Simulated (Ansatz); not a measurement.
Two isomers of C2H5BFN: A = `C=NB(C)F`, B = `C=C(N)BF`.

Program: Ansatz. Geometries: PBE0-D4/def2-TZVP. ΔE: electronic, gas phase. CCSD(T)/CBS adds triple-zeta CCSD(T) − MP2 to the extrapolated MP2 energy (def2 sets, frozen cores). DFT in def2-TZVPP. One conformer a species, not always the lowest.

A:

Z-matrix (Å, degrees):
```
C
B 1 1.566
H 1 1.090 2 113.5
H 1 1.094 2 110.2 3 121.8
H 1 1.095 2 109.6 3 -121.4
N 2 1.385 1 123.0 3 -2.2
F 2 1.345 1 119.3 3 -178.6
C 6 1.240 2 159.8 1 88.0
H 8 1.098 6 122.6 2 4.2
H 8 1.096 6 121.3 2 -176.0
```

B:

Z-matrix (Å, degrees):
```
C
C 1 1.347
H 1 1.081 2 119.5
H 1 1.086 2 123.1 3 179.5
N 2 1.378 1 124.8 3 -176.7
B 2 1.546 1 116.5 3 2.0
H 5 1.005 2 116.6 1 -160.9
H 5 1.006 2 118.0 1 -18.9
F 6 1.330 2 119.1 1 176.0
H 6 1.196 2 122.9 1 -3.0
```

Task: Which is lower in electronic energy at CCSD(T)/CBS, and by how much? (Best estimate.)

Result: The calculation gave: A, by 21.6 kcal/mol.

Task: Give E(B) − E(A) in kcal/mol with ωB97M-V, CCSD(T)/def2-TZVPP, MP2/def2-TZVPP, HF/def2-TZVPP, LDA (SPW92), PBE-D4, r2SCAN-D4. (An estimate is asked.)

Result: Computed: ωB97M-V 22.6, CCSD(T)/def2-TZVPP 22.5, MP2/def2-TZVPP 21.9, HF/def2-TZVPP 23.6, LDA (SPW92) 20.2, PBE-D4 21.8, r2SCAN-D4 22.3. None reverses the order clearly.

Task: Does the order hold for the free energy at 298.15 K (harmonic terms from PBE0-D4)? (An estimate is asked.)

Result: The calculation gave: Yes: G(B) − G(A) = +23.0 kcal/mol, for one conformer each.

Largest T1 diagnostic: 0.013.

Leaving LDA and LC-ωPBE aside and taking each functional with its dispersion term where it has one, the values, not all of them listed here, spread over 2.2 kcal/mol, from PBE0-D4 to B97M-V. LDA lies −1.9 kcal/mol from PBE without D4. In def2-TZVPP, CCSD(T) changes the Hartree–Fock value by −1.0 kcal/mol (the triples alone add −0.5 kcal/mol) and MP2 by −1.6 kcal/mol.
